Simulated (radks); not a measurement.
Values are calculated unless marked as measured or tabulated.
These are the eigenvalues of the occupied orbitals of an atom or ion with whole-number occupations (hartree). Code: a radial shooting solver on a logarithmic mesh with Libxc functionals. Model: scalar-relativistic Kohn-Sham, r2SCAN, spin-polarised, spherical densities, finite nucleus; meta-GGA in the generalised Kohn-Sham scheme; Fermi nuclear charge, rms radius of each element as measured or else 0.836 A^(1/3) + 0.57 fm.

1s up: -731.4910
1s down: -731.4901
2s up: -105.0164
2s down: -105.0006
2p up: -93.94103
2p down: -93.92877
3s up: -19.26636
3s down: -19.26023
3p up: -15.60270
3p down: -15.59462
3d up: -9.66418
3d down: -9.64975
4s up: -3.84577
4s down: -3.76882
4p up: -2.84385
4p down: -2.75882
4d up: -1.40131
5p up: -0.85017

Which element is it, and in what charge state? The configuration may be excited. Open shells, if any, are filled with parallel spins first.

Answer. Z = 42, molybdenum, charge +3: Mo3+ in [Kr] 4d2 5p1. The list shows which subshells hold electrons but not how many an open one holds; the 1s level, -731.49 hartree, gives Z - s = 38.2 by -(Z - s)^2/2, which with screening and relativity narrows Z to a few neighbours, and the depths of the outer levels then fix element, charge and occupations together.
